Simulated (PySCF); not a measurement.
**Gas-phase thermal properties of HgBr₂**

Computed with PySCF and rigid-rotor harmonic-oscillator thermochemistry at 1 bar. 'Table' is the NASA 1993 thermochemical table (part measured, part estimated). S°(298 K) at PBE0/def2-TZVP differs from the NASA 1993 table for HgBr₂ (-8 J/mol/K); whether the harmonic model or the table's entry is off was not settled. All species are closed-shell singlets. Hg: scalar-relativistic def2 core potential, no spin-orbit coupling. Br: all electrons, no relativistic terms. The harmonic model lacks anharmonicity and excited electronic states, which grow with temperature; levels with a mode under 35 cm⁻¹ are left out. Soft modes under 120 cm⁻¹ make the harmonic entropy rough for HgBr₂. The table's entry may be an old estimate for HgBr₂ (not checked at source).

```json
[
 {"level": "table", "point group": "-", "σ": "-", "ZPE (kJ/mol)": "-", "S°298 (J/mol/K)": "320.2", "Cp298 (J/mol/K)": "60.3", "S°1000 (J/mol/K)": "394.7", "H1000 − H298 (kJ/mol)": "43.3"},
 {"level": "PBE/def2-SVP", "point group": "D∞h", "σ": "2", "ZPE (kJ/mol)": "3.6", "S°298 (J/mol/K)": "314.2", "Cp298 (J/mol/K)": "60.5", "S°1000 (J/mol/K)": "388.8", "H1000 − H298 (kJ/mol)": "43.4"},
 {"level": "PBE0/def2-TZVP", "point group": "D∞h", "σ": "2", "ZPE (kJ/mol)": "3.8", "S°298 (J/mol/K)": "312.6", "Cp298 (J/mol/K)": "60.3", "S°1000 (J/mol/K)": "387.0", "H1000 − H298 (kJ/mol)": "43.3"}
]
```
σ: rotational symmetry number. Electronic degeneracy used: 1. Frequencies are unscaled.
